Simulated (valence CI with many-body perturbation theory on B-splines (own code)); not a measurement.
The numbers below are computed, except where a source is named.
# Au⁵⁵⁺: magnetic and hyperfine properties of the levels

Level of theory: configuration interaction combined with many-body perturbation theory (CI+MBPT): six valence electrons over a frozen Dirac-Fock core [Ar], a basis of 7 s, 7 p, 8 d, 6 f, 4 g, 1 h functions for each j, with the one-electron correlation potential Σ1 (screened to all orders), the two-electron term Σ2, the three-electron term Σ3, Breit, model QED; selected single and double excitations, second order for the rest, scaled by the run's own slope (own B-spline code, finite nucleus).

The last digits are not significant, and no measured levels were compared; by estimate large intervals hold to a few tenths of a per cent, small ones and those within an open d or f shell to about a per cent. Core correlation moves these levels by up to 16000 cm⁻¹, and in measured spectra 5 to 20 % of such shifts remained as error; rates that hang on mixing are uncertain with them. Among the levels kept, up to 1100 cm⁻¹ of a level comes from second order outside the variational space, and about a tenth of that is noise between levels of different J, which matters for small intervals. The list stops below the first excitations out of the core. Only levels of the ground parity were solved; by the run's estimate the other parity begins above the list, which can be wrong where configurations are misplaced.

A/g_I is the dipole constant over the nuclear g factor μ/I (μ in nuclear magnetons, uniformly magnetised nucleus), B/Q the quadrupole constant per barn. Both hold the static response of the core; the bare values leave it out. Large factors of s and p1/2 electrons are usually good to 5 to 10 %; those of open d and f shells near neutrality can be off by tens of per cent, and small factors of p3/2, d and f electrons come from cancelling terms and can be off by a factor of two or in sign, in half-filled shells by more. B is blank for J = 1/2, where it vanishes, and for nearly pure S terms. Energies count from the lowest level. Levels with J = 0 are left out.

Levels are named by their leading jj configuration (3d3/2^4 stands for four electrons in 3d with j = 3/2), which in mixed levels can hold well under half, so a name can repeat and another be missing. Letters in brackets count levels of one name in rising energy.

```csv
Level,E (eV),g,A/g_I (MHz),A/g_I bare,B/Q (MHz/b),B/Q bare
(3d3/2^4 3d5/2^2) J=4,0.00,1.226,47500,48600,83500,84100
(3d3/2^4 3d5/2^2) J=2,8.66,1.247,46700,47800,-51400,-51700
(3d3/2^3 3d5/2^3) J=3 [a],88.32,1.324,29700,31100,2660,2590
(3d3/2^3 3d5/2^3) J=4 [a],89.30,1.178,50100,51000,73400,74100
(3d3/2^3 3d5/2^3) J=1 [a],93.78,1.250,49700,50800,-31700,-31800
(3d3/2^3 3d5/2^3) J=6,97.50,1.095,68700,69200,-84000,-84800
(3d3/2^3 3d5/2^3) J=5,97.72,1.123,61200,61900,42200,42600
(3d3/2^3 3d5/2^3) J=2 [a],105.59,0.988,83100,83300,-61900,-62300
(3d3/2^3 3d5/2^3) J=3 [b],107.20,1.062,73400,73900,14600,14500
(3d3/2^3 3d5/2^3) J=4 [b],122.37,1.046,76500,76900,-69500,-70200
(3d3/2^3 3d5/2^3) J=1 [b],123.51,1.233,30100,31200,63200,63700
(3d3/2^3 3d5/2^3) J=2 [b],123.72,1.112,63900,64500,115000,116000
(3d3/2^3 3d5/2^3) J=3 [c],124.90,1.054,75800,76300,-100000,-101000
(3d3/2^2 3d5/2^4) J=2 [a],182.41,1.425,6800,8570,-24700,-24900
(3d3/2^2 3d5/2^4) J=4 [a],188.54,1.096,64700,65300,18500,18800
(3d3/2^2 3d5/2^4) J=3 [a],192.07,1.199,45800,46700,-31300,-31500
(3d3/2^2 3d5/2^4) J=5,193.02,1.084,70200,70800,-61100,-61500
(3d3/2^2 3d5/2^4) J=6,196.30,1.045,76000,76400,-85500,-86100
(3d3/2^2 3d5/2^4) J=3 [b],200.76,0.973,87000,87100,126,141
(3d3/2^2 3d5/2^4) J=1,203.00,0.979,87600,87700,-27900,-28100
(3d3/2^2 3d5/2^4) J=4 [b],204.88,1.037,79500,79900,3950,3890
(3d3/2^2 3d5/2^4) J=2 [b],206.67,1.044,76800,77100,-56400,-56900
(3d3/2^2 3d5/2^4) J=2 [c],219.57,0.884,103000,103000,220,284
(3d3/2^2 3d5/2^4) J=4 [c],224.69,1.150,55700,56400,-97500,-98300
(3d3/2^2 3d5/2^4) J=2 [d],243.59,1.025,77800,78100,92600,93400
```

(1) Take the isotope of mass number 197, with I = 3/2, μ = 0.1452 μN and Q = 0.547 b. What is the hyperfine structure of (3d3/2^3 3d5/2^3) J=2 [a]?

Answers

(1) From the table A = 8050 MHz, B = -33900 MHz. Shifts from the centre of gravity in MHz: F = 1/2: -65900, F = 3/2: -24200, F = 5/2: 17200, F = 7/2: 15700.
